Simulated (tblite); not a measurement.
Compound: C9H7 (doublet state).
Structure used (GFN2-xTB), in Å, numbered top down from 1:
```xyz
16
C9H7 angstrom
C      4.1963   -1.5092   -1.3623
C      3.1693   -1.0395   -0.9252
C      2.0265   -0.5280   -0.4412
C      0.9791   -0.0613   -0.0021
C     -0.1905    0.4316    0.4961
C     -0.3082    1.7909    0.7539
C     -0.4254    2.9696    0.9946
C     -1.3741   -0.4678    0.7107
C     -2.2517   -0.5140   -0.5450
H      5.0857   -1.9128   -1.7420
H     -0.5199    3.9944    1.1955
H     -1.9639   -0.0926    1.5508
H     -1.0273   -1.4769    0.9453
H     -2.6050    0.4842   -0.7957
H     -3.1133   -1.1572   -0.3785
H     -1.6852   -0.9026   -1.3891
```

Structure optimised with GFN2-xTB, isolated species. This method treats the open shell by occupation alone, without spin polarisation.

Masses are those of the commonest isotopes; rigid-rotor values at the optimised geometry. The values belong to one conformer with, in the numbering `[CH:1]#[C:2][C:3]#[C:4][C:5]([C:6]#[CH:7])[CH2:8][CH3:9]`, C4–C5–C8–C9 -90°.

(1) What are A, B and C (MHz)?

(2) Classify the top.

(3) Is it planar, by Δ = Ic − Ia − Ib?

(4) Give the other two planar moments, Paa and Pbb, and the rms extents of the mass along the axes.

(5) Where do the levels up to J = 4 lie, in cm⁻¹?

(6) Estimate the classical rotational partition function at 100 K, 200 K and 500 K.

Answers

(1) Ia = 188.53, Ib = 620.25, Ic = 772.76 u·Å²; 505379 MHz·u·Å²/I gives A = 2681, B = 814.8, C = 654.0 MHz.

(2) An asymmetric top. Ray's parameter κ = (2B − A − C)/(A − C) = -0.841; −1 is the prolate and +1 the oblate limit.

(3) Not planar: Δ = Ic − Ia − Ib = -36.02 u·Å². For a rigid frame Δ = −2 Σ m c², so Σ m c² = 18.01 u·Å² lies off the ab plane: 6.43 from hydrogen and 11.58 from heavier atoms. The atom farthest from that plane is 1.28 Å away.

(4) Paa = Σ m a² = (Ib + Ic − Ia)/2 = 602.24 and Pbb = Σ m b² = (Ia + Ic − Ib)/2 = 170.53 u·Å². With the mass M = 115.05 u, the rms extents √(P/M) along a, b and c are 2.29, 1.22, 0.40 Å.

(5) Above 0(0,0):
J = 1: 1(0,1) 0.0490, 1(1,1) 0.1112, 1(1,0) 0.1166
J = 2: 2(0,2) 0.1466, 2(1,2) 0.2039, 2(1,1) 0.2199, 2(2,1) 0.4067, 2(2,0) 0.4070
J = 3: 3(0,3) 0.2923, 3(1,3) 0.3426, 3(1,2) 0.3748, 3(2,2) 0.5536, 3(2,1) 0.5553, 3(3,1) 0.8784, 3(3,0) 0.8784
J = 4: 4(0,4) 0.4850, 4(1,4) 0.5272, 4(1,3) 0.5808, 4(2,3) 0.7493, 4(2,2) 0.7542, 4(3,2) 1.0750, 4(3,1) 1.0751, 4(4,1) 1.5289, 4(4,0) 1.5289
Those of J = 1 are B + C, A + C and A + B.

(6) Point group C1, symmetry number σ = 1; q = (√π/σ)·√((kT/h)³/(ABC)), k/h = 20836.6 MHz/K: 141000 at 100 K, 399000 at 200 K, 1580000 at 500 K.

For this open shell read J as N, the rotation without spin; fine and hyperfine splittings come on top. Its GFN2-xTB frequencies are all real (lowest 19 cm⁻¹). These are rigid-rotor constants of the computed structure; measured ground-state constants (B0) also hold zero-point vibration.
